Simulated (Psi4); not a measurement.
F₃Ga, charge +1, doublet, geometry from GFN2-xTB (such geometries of metal compounds can be far from the true shape) (a state made from the parent by changing its charge; the spin is typed, not shown lowest). Base run: BLYP/STO-3G in Psi4 1.11.

Input for Psi4:
```
memory 2 GB

molecule mol {
1 2
Ga   -0.000030   -0.011980    0.005142
F    -1.554950   -0.934156    0.039011
F     0.004128    1.653790   -0.709779
F     1.550925   -0.678370    0.653059
}

set {
  basis sto-3g
  reference uks
}

energy('blyp')
print_variables()
```

Each row names what was changed in the base input (with any setting that the change needs).

| change | ΔE vs base (eV) | point group used | SCF cycles |
|---|---|---|---|
| base | 0.00 | c1 | 52 |
| jitter_ang = 0.002 | 0.00 | c1 | 40 |
| molecule keys = symmetry c1, no_reorient, no_com | 0.00 | c1 | 47 |
| molecule keys = symmetry c1 | 0.00 | c1 | 52 |
| molecule keys = no_reorient | 0.00 | c1 | 52 |

Open shells are given as the SCF converged; they aren't shown to be the lowest states, and a large step between rows can be another state.
